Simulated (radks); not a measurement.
Isoelectronic series with 57 electrons, all held in the configuration [Xe] 5d1 6s2, which need not be the ground one along the series. Calculated with a radial shooting solver on a logarithmic mesh with Libxc functionals: scalar-relativistic Kohn-Sham, LDA (Slater exchange, Perdew-Wang correlation), spin-polarised, spherical densities, finite nucleus; open shells are filled with parallel spins first (spin-orbit coupling, left out, can overturn this in heavy ions); Fermi nuclear charge, rms radius of each element as measured or else 0.836 A^(1/3) + 0.57 fm. Total energies (hartree) and orbital eigenvalues (eV) (* marks an orbital that is empty in some or all of the ions):

| ion | E (hartree) | 5d down* | 5d up | 6s down | 6s up | 5p down |
|---|---|---|---|---|---|---|
| La | -8486.5041 | -2.9707 | -3.3919 | -3.6581 | -3.9395 | -22.2748 |
| Ce+ | -8853.0073 | -11.2909 | -11.8025 | -9.9288 | -10.2313 | -33.8788 |
| Pr2+ | -9228.4965 | -21.7022 | -22.2804 | -17.6539 | -17.9738 | -47.4834 |
| Nd3+ | -9613.0041 | -33.8343 | -34.4694 | -26.6122 | -26.9485 | -62.7553 |
| Pm4+ | -10006.5690 | -47.5125 | -48.1989 | -36.6945 | -37.0468 | -79.5437 |
| Sm5+ | -10409.2302 | -62.6344 | -63.3686 | -47.8357 | -48.2039 | -97.7621 |
| Eu6+ | -10821.0795 | -79.1326 | -79.9119 | -59.9929 | -60.3768 | -117.3545 |
| Gd7+ | -11242.1524 | -96.9594 | -97.7821 | -73.1360 | -73.5355 | -138.2822 |
| Tb8+ | -11672.5611 | -116.0792 | -116.9438 | -87.2433 | -87.6586 | -160.5166 |
| Dy9+ | -12112.2435 | -136.4651 | -137.3704 | -102.2982 | -102.7291 | -184.0367 |
| Ho10+ | -12561.4145 | -158.0951 | -159.0404 | -118.2892 | -118.7358 | -208.8258 |
| Er11+ | -13020.0584 | -180.9523 | -181.9366 | -135.2070 | -135.6693 | -234.8713 |
| Tm12+ | -13488.3116 | -205.0222 | -206.0450 | -153.0451 | -153.5233 | -262.1631 |
| Yb13+ | -13966.1647 | -230.2935 | -231.3543 | -171.7984 | -172.2924 | -290.6937 |

5d down drops below 6s down between La and Ce+. 5d up drops below 6s up between La and Ce+.
